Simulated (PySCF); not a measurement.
Fill in the blanks.

Compound: 3-acetylpyridine, C₇H₇NO.
Geometry (GFN2-xTB, Å), atoms numbered from 1 in this order:
```xyz
16
C7H7NO angstrom
C     -2.530   -0.116    0.557
C     -1.437   -0.765   -0.252
O     -1.646   -1.715   -0.971
C     -0.072   -0.182   -0.130
C      0.966   -0.757   -0.867
C      2.240   -0.232   -0.769
C      2.435    0.858    0.068
N      1.463    1.413    0.772
C      0.247    0.911    0.678
H     -2.290   -0.165    1.617
H     -3.468   -0.634    0.375
H     -2.635    0.929    0.273
H      0.746   -1.605   -1.499
H      3.062   -0.655   -1.325
H      3.410    1.311    0.184
H     -0.498    1.413    1.280
```

```csv
property,level,value
point group of the GFN2-xTB geometry,GFN2-xTB,?
"rotational constants A, B, C of the GFN2-xTB geometry",GFN2-xTB,"3.790, 1.250, 0.946 GHz"
dipole moment,PBE0/def2-SVPD,?
HOMO energy,PBE0/def2-SVPD,-7.50 eV
LUMO energy,PBE0/def2-SVPD,-2.03 eV
lowest singlet excitation,TDDFT PBE0/def2-SVPD,"3.73 eV (332 nm, f = 0.000)"
strongest line among the 8 lowest singlet transitions,TDDFT PBE0/def2-SVPD,?
lowest triplet excitation (Tamm–Dancoff),TDA PBE0/def2-SVPD,3.26 eV
static isotropic polarisability,PBE0/def2-SVPD,?
electronic spatial extent ⟨r²⟩ about the centre of nuclear charge,PBE0/def2-SVPD,1188 bohr²
13C chemical shifts (computed TMS as zero) by class,GIAO PBE0/pcSseg-1,"199.9 (C2), 159.5 (C7), 156.2 (C9), 142.9 (C5), 134.9 (C4), 128.8 (C6), 28.9 (C1) ppm"
1H chemical shifts (computed TMS as zero) by class,GIAO PBE0/pcSseg-1,?
"isotropic shieldings of nuclei other than C and H, by class",GIAO PBE0/pcSseg-1,"-91 (N8), -321 (O3) ppm"
```

The electronic properties come from PySCF, for the isolated species, density fitting. NMR classes are plain means over equivalent atoms (diastereotopic ones count apart unless rotation or inversion swaps them), as if these changed places fast; in this geometry the members of some classes differ.

The static isotropic polarisability?

88.8 au.

What are the 1H chemical shifts (computed TMS as zero) by class?

9.42 (H16), 9.09 (H15), 8.83 (H13), 7.62 (H14), 2.71 (H10/H11/H12) ppm.

The strongest line among the 8 lowest singlet transitions?

S7 at 6.52 eV (190 nm, f = 0.184).

Give the dipole moment.

1.04 D.

What is the point group of the GFN2-xTB geometry?

Cs.

With B = h/(8π²I), that is 505.379 GHz u Å² over I, the principal moments of inertia are 133.4, 404.3 and 534.5 u Å² (most abundant isotopes); the inertial defect Ic − Ia − Ib is -3.2 u Å² (zero for a rigid planar frame, negative otherwise). The vertical singlet–triplet gap S1 − T1 is 0.47 eV (TDDFT singlet less Tamm–Dancoff triplet; S1: HOMO→LUMO, weight 0.85; T1: HOMO→LUMO, weight 0.72). The polarisability is 13.15 Å³ as a volume (1 au = 0.148185 Å³), or 1.39 au for each of the 64 electrons. The largest Löwdin shares of the LUMO are 0.18 on C2, 0.17 on O3, 0.14 on C7 and 0.12 on C4. In wavenumbers S1 is 30100 cm⁻¹ (1 eV = 8065.54 cm⁻¹).

One conformer stands for the species.
